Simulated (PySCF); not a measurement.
A structure optimised at r2SCAN-D4/def2-SVP, used in a PySCF frequency run:

```
Mo
O 1 1.6337
F 1 1.7802 2 106.29
F 1 1.7802 2 106.29 3 120.00
F 1 1.7802 2 106.29 4 120.00
```
Charge +1, spin multiplicity 1.

Problem. Write its SMILES, formula and point group.

Solution. [O]=[Mo+]([F])([F])[F], F3MoO, C3v

Problem. What are its rotational constants (standard atomic weights)?

Solution. 3.6076, 3.6076, 3.0371 GHz
